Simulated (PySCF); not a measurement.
Al(F)(Et)(NH2) (C2H7AlFN), SMILES C[CH2][Al]([NH2])[F].

The structure is a stationary point at B3LYP-D3(BJ)/def2-SVP. The structure was generated by enumeration; whether it is a known compound was not checked. One conformer was computed; it need not be the lowest.

Two levels are set side by side: PBE/def2-TZVP (PySCF) and HF/def2-TZVP (PySCF). Same geometry, gas phase. Differences are taken from unrounded values.

| quantity | HF |
|---|---|
| orbital gap (eV) | 13.55 |
| highest occupied level (eV) | -10.99 |
| lowest empty level (eV) | 2.56 |
| dipole moment (D) | 2.20 |
| mean polarisability (bohr³) | 49.7 |

Task: What does PBE give, and how far is it from HF? (Estimate from the structure and the level; the computed values follow.)

Result: 
```json
[
 {"quantity": "orbital gap (eV)", "PBE": "5.25", "PBE minus HF": "-8.31"},
 {"quantity": "highest occupied level (eV)", "PBE": "-6.10", "PBE minus HF": "4.90"},
 {"quantity": "lowest empty level (eV)", "PBE": "-0.85", "PBE minus HF": "-3.41"},
 {"quantity": "dipole moment (D)", "PBE": "2.18", "PBE minus HF": "-0.02"},
 {"quantity": "mean polarisability (bohr³)", "PBE": "57.8", "PBE minus HF": "8.0"}
]
```

Without exact exchange PBE keeps part of each electron's self-repulsion, which lifts occupied levels and narrows the gap. Loosely held outer electrons make PBE densities more polarisable. Differences between two approximate levels are no errors against the true value.

Rough cost on one machine, each run with all the roots and properties that it gave: HF against PBE about 1/4.
